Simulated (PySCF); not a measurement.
**How methods differ on the ionisation energy of Ag⁴⁵⁺**

Ag⁴⁵⁺ 1s2 (1S) → Ag⁴⁶⁺ 1s1 (2S), as a difference of total energies. Computed with PySCF 2.14 in an even-tempered Gaussian basis (17 s from 86 bohr⁻², ratio 2.2; 7 p from 130 bohr⁻², ratio 2.4; 4 d from 390 bohr⁻², ratio 2.4; 3 f from 590 bohr⁻², ratio 2.4; 3 g from 880 bohr⁻², ratio 2.4), with scalar relativity by spin-free X2C-1e. Correlated levels: nothing frozen; virtual orbitals above 40 to 60 times the deepest correlated orbital energy dropped. The calculations carry no spin-orbit coupling.

```
                 method  ionisation energy (eV)  difference from reference (eV)
                    UHF                 30141.6                           +44.3
                    LDA                 30089.6                            -7.7
                    PBE                 30138.0                           +40.7
                   PBE0                 30139.2                           +41.9
                 r2SCAN                 30144.7                           +47.4
                r2SCAN0                 30144.2                           +46.9
                   BP86                 30147.2                           +49.9
    MP2 (all electrons)                 30143.1                           +45.8
SCS-MP2 (all electrons)                 30143.4                           +46.1
```

Reference: 30097.3 eV (theoretical estimate listed by NIST; NIST Atomic Spectra Database, ionization energies).

For this ion Breit and QED terms and the two-electron picture change, all absent here, outweigh the differences among the correlated methods.
